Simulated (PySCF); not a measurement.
Input for PySCF: R-M06-2X/def2-TZVPP on H2PbS (SMILES [SH][PbH]), a point of a torsion scan. Elements past Kr take the def2 small-core potentials; no spin–orbit coupling.

```python
from pyscf import gto, dft

mol = gto.M(
    atom='''
    S    -1.37231543    0.68469103    0.20601106
    Pb    1.16764577    0.68690655   -0.10547940
    H    -1.57698954   -0.56019648   -0.20212501
    H     1.18492258    2.08901542   -1.29892143
    ''',
    basis='def2-tzvpp',
    ecp={'Pb': 'def2-tzvpp'},
    charge=0, spin=0, verbose=4, max_memory=1800)
mf = dft.RKS(mol, xc='m062x').density_fit(auxbasis='def2-universal-jkfit')
mf.grids.level = 4
mf.conv_tol = 1e-9
mf.max_cycle = 150
mf.kernel()
mf.dip_moment()
```

Output:

```
PySCF version 2.14.0

[INPUT] verbose = 4
[INPUT] num. atoms = 4
[INPUT] num. electrons = 40
[INPUT] charge = 0
[INPUT] spin (= nelec alpha-beta = 2S) = 0
[INPUT] symmetry False subgroup None
[INPUT] Mole.unit = angstrom
[INPUT] Symbol           X                Y                Z      unit          X                Y                Z       unit  Magmom
[INPUT]  1 S     -1.372315430000   0.684691030000   0.206011060000 AA   -2.593300319215   1.293878526646   0.389304482031 Bohr   0.0
[INPUT]  2 Pb     1.167645770000   0.686906550000  -0.105479400000 AA    2.206530715807   1.298065252670  -0.199327177783 Bohr   0.0
[INPUT]  3 H     -1.576989540000  -0.560196480000  -0.202125010000 AA   -2.980078331904  -1.058617923145  -0.381960911825 Bohr   0.0
[INPUT]  4 H      1.184922580000   2.089015420000  -1.298921430000 AA    2.239179155013   3.947667013793  -2.454605760028 Bohr   0.0

nuclear repulsion = 92.070327152537
number of shells = 42
number of NR pGTOs = 186
number of NR cGTOs = 120
basis = def2-tzvpp
ecp = {'Pb': 'def2-tzvpp'}


******** <class 'pyscf.df.df_jk.DFRKS'> ********
method = DFRKS
initial guess = minao
damping factor = 0
level_shift factor = 0
DIIS = <class 'pyscf.scf.diis.CDIIS'>
diis_start_cycle = 1
diis_space = 8
diis_damp = 0
SCF conv_tol = 1e-09
SCF conv_tol_grad = None
SCF max_cycles = 150
direct_scf = False
XC library pyscf.dft.libxc version 7.1.2
    S. Lehtola, C. Steigemann, M. J. T. Oliveira, and M. A. L. Marques,  SoftwareX 7, 1–5 (2018)
XC functionals = m062x
    Y. Zhao and D. G. Truhlar,  Theor. Chem. Acc. 120, 215 (2008)
    Y. Zhao and D. G. Truhlar,  Theor. Chem. Acc. 120, 215 (2008)
radial grids:
    Treutler-Ahlrichs [JCP 102, 346 (1995); DOI:10.1063/1.469408] (M4) radial grids

becke partition: Becke, JCP 88, 2547 (1988); DOI:10.1063/1.454033
pruning grids: <function nwchem_prune>
grids dens level: 4
symmetrized grids: False
atomic radii adjust function: <function treutler_atomic_radii_adjust>
small_rho_cutoff = 0
Set gradient conv threshold to 3.16228e-05
Initial guess from minao.
tot grids = 93448
******** <class 'pyscf.df.df.DF'> ********
auxbasis = def2-universal-jkfit
init E= -559.885021585451
  HOMO = -0.588931253744298  LUMO = -0.545425701211  gap/eV = 1.18385
cycle= 1 E= -590.681445420224  delta_E= -30.8  |g|= 2.33  |ddm|= 10.4
  HOMO = -0.132279004288138  LUMO = -0.0365606863033358  gap/eV = 2.60463
cycle= 2 E= -588.043172511111  delta_E= 2.64  |g|=  3.8  |ddm|= 8.51
  HOMO = -0.207496098065368  LUMO = -0.0681632943688748  gap/eV = 3.79144
cycle= 3 E= -592.088626860149  delta_E= -4.05  |g|= 0.408  |ddm|= 6.35
  HOMO = -0.263804547953895  LUMO = -0.0747417698804023  gap/eV = 5.14466
cycle= 4 E= -592.11187392095  delta_E= -0.0232  |g|=  0.3  |ddm|= 0.708
  HOMO = -0.269167543067802  LUMO = -0.0750992327897914  gap/eV = 5.28087
cycle= 5 E= -592.132204579481  delta_E= -0.0203  |g|= 0.0499  |ddm|= 0.281
  HOMO = -0.273861158855639  LUMO = -0.0807623378016227  gap/eV = 5.25449
cycle= 6 E= -592.133336485093  delta_E= -0.00113  |g|= 0.018  |ddm|= 0.0879
  HOMO = -0.274413337877559  LUMO = -0.0803720412381797  gap/eV = 5.28013
cycle= 7 E= -592.133548482319  delta_E= -0.000212  |g|= 0.00778  |ddm|= 0.0396
  HOMO = -0.274312741976167  LUMO = -0.0800706164902547  gap/eV = 5.28560
cycle= 8 E= -592.133597709493  delta_E= -4.92e-05  |g|= 0.00278  |ddm|= 0.0175
  HOMO = -0.274392461599877  LUMO = -0.0799907068606629  gap/eV = 5.28994
cycle= 9 E= -592.13361154956  delta_E= -1.38e-05  |g|= 0.00124  |ddm|= 0.0107
  HOMO = -0.274321348592335  LUMO = -0.0800083351876033  gap/eV = 5.28753
cycle= 10 E= -592.133613827059  delta_E= -2.28e-06  |g|= 0.000625  |ddm|= 0.00517
  HOMO = -0.274289458494714  LUMO = -0.080038245784429  gap/eV = 5.28584
cycle= 11 E= -592.133614119338  delta_E= -2.92e-07  |g|= 0.000194  |ddm|= 0.00189
  HOMO = -0.274299151068893  LUMO = -0.0800393643729726  gap/eV = 5.28608
cycle= 12 E= -592.133614150657  delta_E= -3.13e-08  |g|= 8.26e-05  |ddm|= 0.000582
  HOMO = -0.274295682850938  LUMO = -0.0800357797413728  gap/eV = 5.28608
cycle= 13 E= -592.133614155713  delta_E= -5.06e-09  |g|= 2.67e-05  |ddm|= 0.000227
  HOMO = -0.27429574468605  LUMO = -0.0800359993539835  gap/eV = 5.28608
cycle= 14 E= -592.133614156335  delta_E= -6.22e-10  |g|= 9.41e-06  |ddm|= 7.85e-05
  HOMO = -0.274295779956668  LUMO = -0.0800359002583794  gap/eV = 5.28608
Extra cycle  E= -592.133614156382  delta_E= -4.63e-11  |g|= 6.98e-06  |ddm|= 1.99e-05
converged SCF energy = -592.133614156382
Dipole moment(X, Y, Z, Debye):  3.09912, -1.36164,  0.11636
```

The run converged.

Cost: very roughly 10 core-seconds.
